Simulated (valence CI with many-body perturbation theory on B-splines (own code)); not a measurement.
The numbers below are computed, except where a source is named.
## Hyperfine factors and g values of Hg⁴⁶⁺

Level of theory: relativistic CI+MBPT: six valence electrons over a frozen Dirac-Fock core [Ar] 3d10, a basis of 9 s, 9 p, 8 d, 6 f, 3 g, 1 h functions for each j, with the one-electron correlation potential Σ1 (screened to all orders), the two-electron term Σ2, the three-electron term Σ3, Breit, model QED; selected single and double excitations, second order for the rest, scaled by the run's own slope (own B-spline code, finite nucleus).

No measured spectrum was set against this ion. As an estimate, large intervals hold to a few tenths of a per cent, small ones and those within an open d or f shell to about a per cent. Among the levels kept, up to 650 cm⁻¹ of a level comes from second order outside the variational space, and about a tenth of that is noise between levels of different J, which matters for small intervals.

A/g_I is the dipole constant over the nuclear g factor μ/I (μ in nuclear magnetons, uniformly magnetised nucleus), B/Q the quadrupole constant per barn. Both hold the static response of the core; the bare values leave it out. Large factors of s and p1/2 electrons are usually good to 5 to 10 %; those of open d and f shells near neutrality can be off by tens of per cent, and small factors of p3/2, d and f electrons come from cancelling terms and can be off by a factor of two or in sign, in half-filled shells by more. B is blank for J = 1/2, where it vanishes, and for nearly pure S terms. Energies count from the lowest level. Levels with J = 0 are left out.

Levels are named by their leading jj configuration (3d3/2^4 stands for four electrons in 3d with j = 3/2), which in mixed levels can hold well under half, so a name can repeat and another be missing. Letters in brackets count levels of one name in rising energy.

| Level | E (eV) | g | A/g_I (MHz) | A/g_I bare | B/Q (MHz/b) | B/Q bare |
| --- | --- | --- | --- | --- | --- | --- |
| (4s^2 4p1/2^2 4p3/2^2) J=2 | 0.00 | 1.339 | 76400 | 73500 | 13800 | 13400 |
| (4s^2 4p1/2 4p3/2^3) J=1 | 141.07 | 1.496 | -92900 | -91100 | -78500 | -76200 |
| (4s^2 4p1/2 4p3/2^3) J=2 | 146.03 | 1.149 | 248000 | 240000 | -171000 | -166000 |
| (4s^2 4p1/2^2 4p3/2 4d3/2) J=2 | 174.98 | 1.048 | 58600 | 57100 | -2500 | -2390 |
| (4s^2 4p1/2^2 4p3/2 4d3/2) J=1 | 178.65 | 1.127 | 49200 | 48100 | -68200 | -66400 |
| (4s^2 4p1/2^2 4p3/2 4d3/2) J=3 | 179.40 | 1.105 | 56000 | 54700 | 160000 | 156000 |
| (4s^2 4p1/2^2 4p3/2 4d5/2) J=4 | 207.15 | 1.260 | 37000 | 36200 | 167000 | 162000 |
| (4s^2 4p1/2^2 4p3/2 4d5/2) J=2 | 209.80 | 1.259 | 48200 | 47500 | -103000 | -99600 |
| (4s^2 4p1/2^2 4p3/2 4d5/2) J=3 | 222.60 | 1.195 | 33600 | 33000 | 4720 | 4950 |
| (4s^2 4p1/2^2 4p3/2 4d5/2) J=1 | 226.70 | 1.055 | -37700 | -34800 | 19600 | 19100 |
| (4s 4p1/2^2 4p3/2^3) J=2 | 260.75 | 1.472 | 569000 | 552000 | -152000 | -147000 |
| (4s 4p1/2^2 4p3/2^3) J=1 | 274.10 | 1.171 | -406000 | -394000 | -53100 | -51500 |
| (4s^2 4p1/2 4p3/2^2 4d3/2) J=1 [a] | 311.06 | 0.993 | 121000 | 118000 | -22800 | -22300 |
| (4s^2 4p1/2 4p3/2^2 4d3/2) J=2 [a] | 311.09 | 1.034 | 135000 | 131000 | -82600 | -80200 |
| (4s^2 4p1/2 4p3/2^2 4d3/2) J=3 [a] | 315.35 | 1.085 | 133000 | 130000 | -5570 | -5250 |
| (4s^2 4p1/2 4p3/2^2 4d3/2) J=4 | 319.96 | 1.053 | 148000 | 143000 | 25800 | 25500 |
| (4s^2 4p1/2 4p3/2^2 4d3/2) J=2 [b] | 326.10 | 0.821 | 198000 | 193000 | 87600 | 85500 |
| (4s^2 4p1/2 4p3/2^2 4d3/2) J=3 [b] | 335.78 | 1.225 | 14800 | 14600 | 24200 | 23600 |
| (4s^2 4p1/2 4p3/2^2 4d3/2) J=2 [c] | 336.95 | 1.270 | 97800 | 94800 | 3400 | 3010 |
| (4s^2 4p1/2 4p3/2^2 4d3/2) J=1 [b] | 338.07 | 1.504 | 175000 | 169000 | 14200 | 13800 |
| (4s^2 4p1/2 4p3/2^2 4d5/2) J=3 [a] | 341.69 | 1.274 | -45800 | -44400 | 17400 | 17200 |
| (4s^2 4p1/2 4p3/2^2 4d5/2) J=4 [a] | 341.80 | 1.299 | -23400 | -22500 | 59800 | 58500 |
| (4s^2 4p1/2 4p3/2^2 4d3/2) J=1 [c] | 346.46 | 0.895 | -117000 | -112000 | -2140 | -1820 |
| (4s^2 4p1/2 4p3/2^2 4d5/2) J=4 [b] | 348.26 | 1.179 | 125000 | 122000 | 1620 | 1800 |
| (4s^2 4p1/2 4p3/2^2 4d5/2) J=1 [a] | 349.12 | 0.971 | 356000 | 347000 | 9630 | 9390 |
| (4s^2 4p1/2 4p3/2^2 4d5/2) J=5 | 350.09 | 1.195 | 114000 | 111000 | 32500 | 32000 |
| (4s^2 4p1/2^2 4d3/2^2) J=2 | 353.16 | 0.758 | 37000 | 37100 | 1500 | 1470 |
| (4s^2 4p1/2 4p3/2^2 4d5/2) J=2 [a] | 358.82 | 1.279 | -97800 | -94100 | 141000 | 137000 |
| (4s^2 4p1/2 4p3/2^2 4d5/2) J=3 [b] | 362.55 | 1.121 | 142000 | 139000 | 166000 | 161000 |
| (4s^2 4p1/2 4p3/2^2 4d5/2) J=2 [b] | 366.82 | 1.085 | 129000 | 126000 | 18300 | 17900 |
| (4s^2 4p1/2 4p3/2^2 4d5/2) J=1 [b] | 368.29 | 1.280 | -139000 | -134000 | -126 | -155 |
| (4s^2 4p1/2 4p3/2^2 4d5/2) J=3 [c] | 372.12 | 1.081 | 152000 | 148000 | -131000 | -127000 |
| (4s^2 4p1/2 4p3/2^2 4d5/2) J=2 [c] | 374.31 | 1.238 | 1310 | 1490 | -128000 | -125000 |

Take the isotope of mass number 199, with I = 1/2, μ = 0.5039 μN. What is the hyperfine structure of (4s^2 4p1/2 4p3/2^3) J=2?

From the table A = 250000 MHz. Shifts from the centre of gravity in MHz: F = 3/2: -375000, F = 5/2: 250000.
